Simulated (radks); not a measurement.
Radial electron density D(r) = 4 pi r^2 rho(r) of an atom or ion with 36 electrons. Method: scalar-relativistic Kohn-Sham, BLYP, spin-unpolarised, spherical densities, point nucleus; computed with a radial shooting solver on a logarithmic mesh with Libxc functionals.

r (bohr)  D(r) (e/bohr)
0.002476          2.740
0.003355          4.609
0.004547          7.576
0.006114          11.93
0.008286          18.24
0.01123           26.37
0.0151            35.13
0.02046           42.80
0.02773           46.16
0.03758           43.75
0.05053           39.14
0.06848           39.73
0.09281           48.80
0.1248            55.58
0.1691            47.53
0.2292            33.57
0.3081            33.75
0.4176            39.32
0.566             29.43
0.7609            13.76
1.031             7.197
1.398             6.275
1.879             4.014
2.547             1.413
3.451            0.2879
4.64            0.05481
6.289           0.01493
8.523          0.003081
11.46         0.0002942

What is the nuclear charge?

Answer. Z = 37. The innermost maximum, from 1s, lies near gamma/Z bohr with gamma = sqrt(1 - (Z/c)^2) = 0.963, here 0.026 bohr (found: 0.0282), and its height grows with Z. The density is that of the rubidium ion Rb+ in [Ar] 3d10 4s1.75 4p6 4d0.25; the configuration itself is not fixed sharply by these data, and Z only to a few units. D(r) has 3 maxima, at r = 0.0282, 0.126, 0.414 bohr, and minima at 0.0579, 0.263 bohr, inside which lie 2.05, 11.03 electrons.
